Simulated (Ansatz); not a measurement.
Process, species as SMILES: C(=[N])=O → C atom + N atom + O atom
B3LYP-D3(BJ)/def2-TZVP geometries, fixed; electronic energies without zero-point terms.

Basis-set convergence of the atomisation energy at B3LYP with Ansatz (a program for electronic structure). Cartesian d functions, on some or all atoms, in 6-31+G*; all else is spherical. The program fits the integrals of some runs and decomposes those of others, by size. Open shells are unrestricted. No added dispersion term, no relativity. Functions are those of the species that has most. Reference: the value in aug-pcseg-3, 323.76 kcal/mol, itself unsure by roughly 0.18 kcal/mol (its mean distance from aug-cc-pVQZ, cc-pV5Z, def2-QZVPPD). Deviations are taken from unrounded values.

| basis | functions | atomisation energy (kcal/mol) | minus reference (kcal/mol) |
|---|---|---|---|
| 3-21G | 27 | 290.43 | -33.34 |
| pcseg-0 | 27 | 279.76 | -44.00 |
| cc-pVDZ | 42 | 317.32 | -6.44 |
| def2-SVP | 42 | 326.99 | 3.23 |
| pcseg-1 | 42 | 317.01 | -6.75 |
| 6-311G** | 54 | 320.08 | -3.68 |
| 6-31+G* | 57 | 315.08 | -8.69 |
| 6-311+G** | 66 | 318.09 | -5.67 |
| aug-cc-pVDZ | 69 | 315.58 | -8.18 |
| 6-311++G(2d,2p) | 81 | 320.01 | -3.75 |
| def2-TZVPP | 93 | 323.08 | -0.68 |
| 6-311++G(3df,3pd) | 117 | 324.71 | 0.95 |
| jun-cc-pV(T+d)Z | 117 | 322.17 | -1.59 |
| aug-cc-pVTZ | 138 | 322.29 | -1.47 |
| cc-pVQZ | 165 | 324.14 | 0.38 |
| def2-QZVPP | 171 | 323.35 | -0.41 |
| pcseg-3 | 180 | 323.73 | -0.03 |
| cc-pV5Z | 273 | 323.79 | 0.03 |
